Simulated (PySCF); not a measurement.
A GIAO shielding run with PySCF 2.14.0 with density-fitted response routines (density fitting, non-relativistic, gas phase) on `C(CSCF)(F)(F)F`, C3H4F4S:

```
{"job": {"kind": "nmr", "xc": "PBE0", "basis": "pcSseg-1"}, "charge": 0, "multiplicity": 1}
F      2.024658    -1.479842     0.284421
C      1.920451    -0.123648     0.283084
S      0.929104     0.449649    -1.129977
C     -0.662515    -0.341326    -0.723790
C     -1.509421     0.497123     0.215085
F     -1.810137     1.697029    -0.286943
F     -0.916359     0.711316     1.399733
F     -2.674686    -0.115427     0.482132
H      1.463338     0.181501     1.226602
H      2.918638     0.300629     0.159498
H     -0.475338    -1.317275    -0.275539
H     -1.206537    -0.460414    -1.660333
```

Hardware: 1 thread of an x86-64 server CPU, shared host. The job also computes population analyses, field gradients.

Q: How large is the calculation?

A: 74 electrons, 163 basis functions and 870 auxiliary functions.

Q: How long does it take?

A: 20 s of wall time, with 14 SCF cycles and 5 response iterations. Times on a shared host scatter by some tens of per cent.
